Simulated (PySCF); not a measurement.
## Radial density of Ge⁻ (germanium, charge -1)

UHF, [Ar] 3d10 4s2 4p3, high-spin 4S determinant. All numbers are calculated (PySCF 2.14, scalar relativity by spin-free X2C-1e, in aug-cc-pVQZ-DK).

```csv
r (bohr),4πr²ρ (e/bohr),4πr²(ρα − ρβ)
0.00103,0.4700,0.0000
0.00173,1.151,-0.0001
0.00292,2.746,-0.0001
0.00491,6.272,-0.0003
0.00825,13.28,-0.0006
0.0139,24.64,-0.0009
0.0234,36.50,0.0003
0.0393,38.35,0.0073
0.0661,31.63,0.0259
0.111,40.61,0.0374
0.187,41.41,-0.0056
0.314,22.68,-0.0013
0.529,28.96,0.0498
0.890,13.44,-0.0061
1.50,3.040,0.5109
2.52,1.745,0.9794
4.23,0.5691,0.4755
7.12,0.07028,0.0685
12.0,0.002290,0.0023
```

Densities and radii are taken from the X2C orbitals without a picture-change correction, which distorts them close to the nucleus.

**Question.** Where is the radial spin density 4πr²(ρα − ρβ) most negative, and why is it negative at all?

**Answer.** Around r = 0.890 bohr, down to -0.0061 e/bohr: exchange with the open shell polarises the paired shells in an unrestricted calculation.
